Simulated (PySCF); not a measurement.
Excitations are Tamm–Dancoff values on a coarser integration grid. The basis has no diffuse functions, so Rydberg states are missing or too high.

Species: H8NSi2, SMILES `[SiH3][NH2+][SiH3]` (charge 1, multiplicity 1).

Q: What is the computed HOMO, S1–T1 gap (TDA) and T1 excitation (TDA) (PBE-D3(BJ)/def2-TZVP // PBE0-D4/def2-TZVP (PySCF))?

A: 
- HOMO: -13.45 eV
- S1–T1 gap (TDA): 0.30 eV
- T1 excitation (TDA): 6.67 eV
